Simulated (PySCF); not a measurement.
A PySCF script (with the pyscf-properties extension) for the NMR shieldings of SMILES [BH3-][N+]#C[C@H](CC)OC, C5H12BNO, on a GFN2-xTB geometry:

```python
import basis_set_exchange as bse
import numpy as np
from pyscf import gto, dft
from pyscf.prop import nmr

atoms = """
B     3.128937    0.394790    0.552460
N     1.691567    0.317214    0.323563
C     0.553809    0.229449    0.168225
C    -0.878181    0.122582   -0.066776
C    -1.215651   -1.284321   -0.587259
C    -0.856470   -2.368144    0.419584
O    -1.327705    1.059798   -1.021732
C    -1.211354    2.403843   -0.617575
H     3.643033    0.029539   -0.458752
H     3.338210   -0.335894    1.472131
H     3.358566    1.535237    0.813146
H    -1.388223    0.295899    0.901498
H    -0.678393   -1.438182   -1.524069
H    -2.284218   -1.302127   -0.805625
H     0.210400   -2.361558    0.631413
H    -1.393786   -2.220496    1.354041
H    -1.121595   -3.344381    0.023088
H    -0.164123    2.698093   -0.489958
H    -1.661018    2.995595   -1.411796
H    -1.748955    2.583744    0.321357
"""
names = dict.fromkeys(["B", "N", "C", "O", "H"], "pcSseg-1")
basis = {el: gto.basis.parse(bse.get_basis(n, elements=[el], fmt="nwchem")) for el, n in names.items()}
mol = gto.M(atom=atoms, basis=basis, charge=0, verbose=0)
mf = dft.RKS(mol, xc="PBE0")
mf.grids.level = 2
mf.grids.alignment = dft.numint.BLKSIZE   # the property module wants whole blocks of grid points
mf.conv_tol = 1e-9
mf.kernel()

calc = nmr.RKS(mf)   # GIAO
C = mf.mo_coeff
Co = C[:, mf.mo_occ > 0]
resp = mf.gen_response(singlet=True, hermi=2)
def vind(x):   # induced exchange potential for any number of trial vectors
    d = np.einsum("pi,xij,qj->xpq", C, 2 * x.reshape(-1, C.shape[1], Co.shape[1]), Co, optimize=True)
    return np.einsum("xpq,pi,qj->xij", resp(d - d.transpose(0, 2, 1)), C, Co, optimize=True).ravel()
mo1, _ = nmr.rhf.solve_mo1(calc, with_cphf=vind)
sigma = calc.kernel(mo1)
for i, s in enumerate(sigma):   # ppm
    w = np.linalg.eigvalsh((s + s.T) / 2)
    print("%2d %-2s iso %8.1f  s11 %8.1f  s22 %8.1f  s33 %8.1f" % (i, mol.atom_pure_symbol(i), w.mean(), *w))
```

Question: What are the results?

Answer: 
```
 0 B  iso    144.2  s11    132.7  s22    133.0  s33    167.0
 1 N  iso     19.4  s11   -139.4  s22   -106.3  s33    303.7
 2 C  iso     71.6  s11    -24.3  s22    -16.7  s33    255.9
 3 C  iso    110.8  s11     78.5  s22     97.2  s33    156.7
 4 C  iso    154.1  s11    133.2  s22    157.8  s33    171.4
 5 C  iso    175.7  s11    168.2  s22    171.3  s33    187.5
 6 O  iso    290.5  s11    257.9  s22    283.0  s33    330.5
 7 C  iso    126.5  s11     94.9  s22    101.4  s33    183.2
 8 H  iso     29.8  s11     26.4  s22     28.9  s33     34.2
 9 H  iso     29.7  s11     26.3  s22     28.9  s33     34.0
10 H  iso     29.8  s11     26.3  s22     28.9  s33     34.1
11 H  iso     27.8  s11     25.6  s22     27.4  s33     30.2
12 H  iso     29.7  s11     26.0  s22     29.1  s33     34.1
13 H  iso     29.7  s11     24.5  s22     29.3  s33     35.2
14 H  iso     30.5  s11     25.5  s22     30.1  s33     35.8
15 H  iso     30.9  s11     26.8  s22     28.6  s33     37.3
16 H  iso     30.4  s11     25.9  s22     27.3  s33     38.0
17 H  iso     27.9  s11     24.0  s22     26.8  s33     33.0
18 H  iso     27.7  s11     23.6  s22     25.2  s33     34.3
19 H  iso     28.5  s11     24.9  s22     25.9  s33     34.5
```

These numbers come from an equivalent density-fitted implementation of the same equations, which agrees with the script to about 0.01 ppm for H and up to a few tenths of a ppm for heavy atoms, so last digits may differ.

Size and cost of the density-fitted run: 196 basis functions, 30 s wall time on 1 thread of an Arm Neoverse V2, shared host; peak memory 0.86 GiB.
